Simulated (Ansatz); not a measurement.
Diatomic ZrN, multiplicity 2 (the spin of the measured ground state). No spin–orbit coupling.

The constants come from a fifth-degree fit in 1/R (seven points, main isotopes). In def2 and cc sets the state is the lowest found near the PBE0 minimum, followed along R.

Programs: Ansatz (Gaussian basis) for Hartree–Fock, density functionals and correlated methods.  In def2 rows elements past Kr take small-core potentials, without spin–orbit coupling.

**Question.** What bond length and harmonic frequency does B3LYP/def2-TZVPP give, and what D_e (from each atom's lowest state at the same level)?

**Answer.** r_e = 1.692 Å, ω_e = 1047 cm⁻¹, D_e = 5.97 eV.

**Question.** What bond length and harmonic frequency does BHLYP/def2-TZVPP give, and what D_e (from each atom's lowest state at the same level)?

**Answer.** r_e = 1.665 Å, ω_e = 1106 cm⁻¹, D_e = 4.84 eV.

**Question.** What bond length and harmonic frequency does CAM-B3LYP/def2-TZVPP give, and what D_e (from each atom's lowest state at the same level)?

**Answer.** r_e = 1.674 Å, ω_e = 1094 cm⁻¹, D_e = 5.80 eV.

Measured for the ground state: D_0 5.817 ± 0.26 eV (a handbook's tabulated 298 K bond energy less 3RT/2; such tables hold older values) [Luo, bond dissociation energies, CRC Handbook].

Ansatz is an electronic-structure program.
